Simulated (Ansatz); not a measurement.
Basis sets compared for the cluster Zn3F4⁺. Charge 1, multiplicity 2. Geometry r2SCAN-D4/def2-SVP. Ansatz on 4 threads of AMD EPYC on a shared host; times are rough, and most runs start from earlier orbitals.

| atom | x (Å) | y (Å) | z (Å) |
| --- | --- | --- | --- |
| Zn1 | -2.1379 | 0.3282 | 0.8120 |
| Zn2 | 0.8601 | 1.1858 | -0.5845 |
| Zn3 | 0.6839 | -1.4225 | 0.0029 |
| F4 | -1.0393 | -1.3030 | 0.6704 |
| F5 | -0.8438 | 1.5872 | 0.0194 |
| F6 | 1.7010 | 0.0457 | 0.7157 |
| F7 | 0.7761 | -0.4215 | -1.6359 |

Another isomer (doublet) lies 0.16 eV lower at PBE-D4/def2-SVP; other spin states weren't run for this one.

| level | functions | energy (Eh) | HOMO (eV) | LUMO (eV) | wall time |
| --- | --- | --- | --- | --- | --- |
| PBE-D4/def2-SVP | 149 | -5735.1737 | -9.49 | -8.82 | 7 s |
| PBE0-D4/def2-SVP | 149 | -5735.2607 | -9.87 | -7.79 | 11 s |

Q: Estimate the rows for PBE-D4/def2-TZVP (with forces), PBE0-D4/def2-TZVP.

A: 
| level | functions | energy (Eh) | HOMO (eV) | LUMO (eV) | wall time |
| --- | --- | --- | --- | --- | --- |
| PBE-D4/def2-TZVP (with forces) | 268 | -5736.4429 | -9.94 | -9.26 | 16 s |
| PBE0-D4/def2-TZVP | 268 | -5736.4996 | -10.25 | -8.14 | 49 s |
